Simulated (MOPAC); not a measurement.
Input file for MOPAC: PM3 on CdSb, 2S+1 = 4, a spin state set in the input, which need not be the lowest, a point of a bond scan (R = 2.795 Å).

```
PM3 1SCF PRECISE CHARGE=0 UHF MS=1.5 THREADS=1
CdSb

Cd     0.00000000 1     0.00000000 1     0.00000000 1
Sb     0.00000000 1     0.00000000 1     2.79459700 1
```

The log:

```
*******************************************************************************
 **                                                                           **
 **                              MOPAC v23.2.5                                **
 **                                                                           **
 *******************************************************************************
 ** MOPAC's Digital Object Identifier: https://doi.org/10.5281/zenodo.6511958 **
 **                                                                           **
 ** Please cite the open-source release paper for use of this MOPAC version:  **
 ** J. E. Moussa and J. J. P. Stewart (2026)                                  **
 ** MOPAC: An open-source semiempirical molecular orbital program             **
 ** J. Open Source Softw., 11(119), 8025, https://doi.org/10.21105/joss.08025 **
 *******************************************************************************

                              PM3 CALCULATION RESULTS

 *******************************************************************************
 *  PM3        - The PM3 Hamiltonian to be used
 *  UHF        - UNRESTRICTED HARTREE-FOCK CALCULATION
 *
 *
 *
 *                 CHARGE ON SYSTEM = 0
 *
 *
 *
 *  MS=        - IN MECI, MAGNETIC COMPONENT OF SPIN =  1.5
 *  PRECISE    - TIGHTER CRITERIA TO BE USED
 *  1SCF       - DO 1 SCF AND THEN STOP
 *  THREADS=1  - MULTI-THREADING NOT USED
 *  T=         - A TIME OF 172800.0 SECONDS REQUESTED
 *  DUMP=N     - RESTART FILE WRITTEN EVERY 7200.0 SECONDS REQUESTED
 *******************************************************************************
PM3 1SCF PRECISE CHARGE=0 UHF MS=1.5 THREADS=1
 CdSb

   ATOM   CHEMICAL          X               Y               Z
  NUMBER   SYMBOL      (ANGSTROMS)     (ANGSTROMS)     (ANGSTROMS)

     1      Cd          0.00000000  *   0.00000000  *   0.00000000  *
     2      Sb          0.00000000  *   0.00000000  *   2.79459700  *



          CARTESIAN COORDINATES

    NO.       ATOM           X           Y           Z

     1        Cd          0.0000      0.0000      0.0000
     2        Sb          0.0000      0.0000      2.7946

 Cd: (PM3): J. J. P. STEWART, J. COMP. CHEM. 12, 320-341 (1991).
 Sb: (PM3): J. J. P. STEWART, J. COMP. CHEM. 12, 320-341 (1991).

           Empirical Formula: Cd Sb  =     2 atoms



      MOLECULAR POINT GROUP   :   C*v


          UHF CALCULATION, NO. OF ALPHA ELECTRONS =    5
                           NO. OF BETA  ELECTRONS =    2

 -------------------------------------------------------------------------------
 PM3 1SCF PRECISE CHARGE=0 UHF MS=1.5 THREADS=1
 CdSb



     1SCF WAS SPECIFIED, SO BFGS WAS NOT USED
     SCF FIELD WAS ACHIEVED


                              PM3 CALCULATION
                                                       MOPAC v23.2.5 Linux




          FINAL HEAT OF FORMATION =         47.00892 KCAL/MOL =     196.68533 KJ/MOL


          COSMO AREA              =        100.82 SQUARE ANGSTROMS
          COSMO VOLUME            =         88.40 CUBIC ANGSTROMS

          IONIZATION POTENTIAL    =          6.517641 EV
          ALPHA SOMO LUMO (EV)    =         -6.518 21.137
          BETA  SOMO LUMO (EV)    =         -8.796 -1.348
          NO. OF ALPHA ELECTRONS  =          5
          NO. OF BETA  ELECTRONS  =          2
          MOLECULAR WEIGHT        =        234.1600         POINT GROUP:  C*v

          MOLECULAR DIMENSIONS (Angstroms)

            Atom       Atom       Distance
           Sb     2   Cd     1     2.79460
           Sb     2   Cd     1     0.00000
           Cd     1   Sb     2     0.00000


          SCF CALCULATIONS        =          1





   ATOM   CHEMICAL          X               Y               Z
  NUMBER   SYMBOL      (ANGSTROMS)     (ANGSTROMS)     (ANGSTROMS)

     1      Cd          0.00000000  *   0.00000000  *   0.00000000  *
     2      Sb          0.00000000  *   0.00000000  *   2.79459700  *

                             CARTESIAN COORDINATES

   1   Cd        0.000000000     0.000000000     0.000000000
   2   Sb        0.000000000     0.000000000     2.794597000


           Empirical Formula: Cd Sb  =     2 atoms



      MOLECULAR POINT GROUP   :   C*v


          ALPHA EIGENVALUES
 -38.62087 -10.62598  -7.78239  -7.78239  -6.51764  21.13746  21.13746  21.26102


           BETA EIGENVALUES
 -32.94526  -8.79562  -1.34825  -1.34825  -0.09632  22.11079  22.11079  22.30011


              NET ATOMIC CHARGES AND DIPOLE CONTRIBUTIONS

  ATOM NO.   TYPE          CHARGE      No. of ELECS.   s-Pop       p-Pop
    1         Cd           0.582552        1.4174     1.41215     0.00530
    2         Sb          -0.582552        5.5826     1.99098     3.59157
 DIPOLE           X         Y         Z       TOTAL
 POINT-CHG.     0.000     0.000    -7.820     7.820
 HYBRID         0.000    -0.000    -0.329     0.329
 SUM            0.000    -0.000    -8.148     8.148


          ATOMIC ORBITAL ELECTRON POPULATIONS

     Atom    s        px        py        pz
    1 Cd   1.41215   0.00008   0.00008   0.00514
    2 Sb   1.99098   0.99992   0.99992   1.59173


                    (SZ)    =    1.500000
                    (S**2)  =    3.750429


          ATOMIC ORBITAL SPIN POPULATIONS

    Atom   Total    s     px     py     pz
         Atomic
    1 Cd  0.5872  0.587  0.000  0.000  0.000
    2 Sb  2.4128  0.006  1.000  1.000  0.407

 **********************
 *                    *
 * JOB ENDED NORMALLY *
 *                    *
 **********************




 == MOPAC DONE ==
```

The run finished.

Cost: very roughly 0.03 core-seconds.
